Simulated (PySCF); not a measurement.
# How methods differ on the ionisation energy of Au³⁷⁺

Au³⁷⁺ [Kr] 4d6 [4d3/2^4 4d5/2^2, M_J = 4] → Au³⁸⁺ [Kr] 4d5 [4d3/2^4 4d5/2^1, M_J = 5/2], as a difference of total energies. All numbers are calculated (PySCF 2.14, the two-component X2C-1e Hamiltonian, in an uncontracted even-tempered set (17 s from 4.1 bohr⁻², ratio 2.8; 14 p from 5.4 bohr⁻², ratio 2.8; 9 d from 5.4 bohr⁻², ratio 2.8; 3 f from 22 bohr⁻², ratio 3)). Correlated levels: [Ar] 3d10 frozen; the 92 highest virtual spinors dropped. "Screened" scales the spin-orbit matrix elements by Boettger's factors to mimic the two-electron term; Breit and QED terms are absent.

| method | ionisation energy (eV) |
| --- | --- |
| GHF (spin-free) | 1703.2 |
| GMP2 (spin-free) | 1703.7 |
| GHF (screened spin-orbit) | 1701.3 |
| GMP2 (screened spin-orbit) | 1701.1 |

Breit and QED terms and the two-electron picture change are absent.

The spin-free rows relax to the high-spin LS determinant and lack the spin-orbit shift.

The labels give the starting determinants; with spin-orbit coupling the two ends relaxed to ⟨J²⟩ = 20.01, ⟨L²⟩ = 12.45, ⟨S²⟩ = 3.10 and ⟨J²⟩ = 8.75, ⟨L²⟩ = 5.94, ⟨S²⟩ = 3.04.

For comparison: 1702 ± 4 eV (theoretical estimate listed by NIST; NIST Atomic Spectra Database, ionization energies).
